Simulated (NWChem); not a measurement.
System: SiHBr2F; SMILES F[SiH](Br)Br

Results from NWChem. Medium grid unless said otherwise, to which SCAN and Minnesota functionals are sensitive. Geometry: optimised at B3LYP/6-31G* (spherical d). B3LYP is NWChem's, with the RPA form of VWN correlation.

Task: Order these by “highest occupied level (eV)”, lowest first: N12/def2-SVP; MN15-L/def2-SVP; B3LYP/def2-SVP; BHandHLYP/def2-SVP.

Result: BHandHLYP/def2-SVP (-9.85), B3LYP/def2-SVP (-8.39), MN15-L/def2-SVP (-8.01), N12/def2-SVP (-7.21)
